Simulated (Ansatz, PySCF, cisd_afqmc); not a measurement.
System: C3H5Cl, charge 0, singlet. C3H5Cl (SMILES C=CCCl).
B3LYP-D3(BJ)/def2-TZVP minimum from Ansatz (a quantum-chemistry and plane-wave program):
```
C
C 1 1.3264
H 2 1.0820 1 121.55
H 2 1.0839 3 116.93 1 179.92
H 1 1.0848 2 120.45 3 -0.89
C 1 1.4857 5 116.06 2 -179.76
H 6 1.0868 1 112.06 5 178.85
H 6 1.0881 7 109.69 1 125.24
Cl 6 1.8209 7 106.56 8 113.26
```
Charge 0, spin multiplicity 1.

Atomisation energy term by term, kcal/mol (programs: Ansatz, cisd_afqmc). UHF or UKS for unpaired electrons; spin-orbit terms are left out. Correlated methods leave the cores frozen. Rows without X2C or -DK are non-relativistic. AFQMC/CISD: phaseless, guided by CISD from CCSD amplitudes; bars are statistical, one sigma. Outlying blocks are dropped, and bars are widened where a walk drifts. Over all cases where full CI ran beside it in this data, AFQMC minus full CI had a median of +0.1 mEh and passed +0.4 mEh in a tenth of the cases. CBS(X,Y): correlation extrapolated as X^-3, Hartree-Fock from the larger set. A bracket is a step between two methods taken in the basis named. 'core' is core correlation in cc-pwCVTZ (1s frozen past Ne), 'X2C' scalar relativity in cc-pVTZ-DK, both at CCSD(T). Where a partner has so few electrons that a lower coupled-cluster level is exact, that level stands in.

```tsv
term	basis	kcal/mol
Hartree-Fock	cc-pV(Q+d)Z	625.10
CCSD correlation	CBS(cc-pV(T+d)Z,cc-pV(Q+d)Z)	197.61
(T)	CBS(cc-pV(T+d)Z,cc-pV(Q+d)Z)	14.32
CCSDT(Q) - CCSD(T)	cc-pV(D+d)Z	0.56
core correlation	cc-pwCVTZ	3.53
scalar relativity	X2C, cc-pVTZ-DK	-0.70
minus zero-point energy	Hessian by PySCF at B3LYP-D3(BJ)/def2-TZVP	-44.81
sum: D0		795.6
```

The step beyond CCSD(T) by other levels: AFQMC/CISD in cc-pV(T+d)Z 0.41 ± 0.27 kcal/mol.
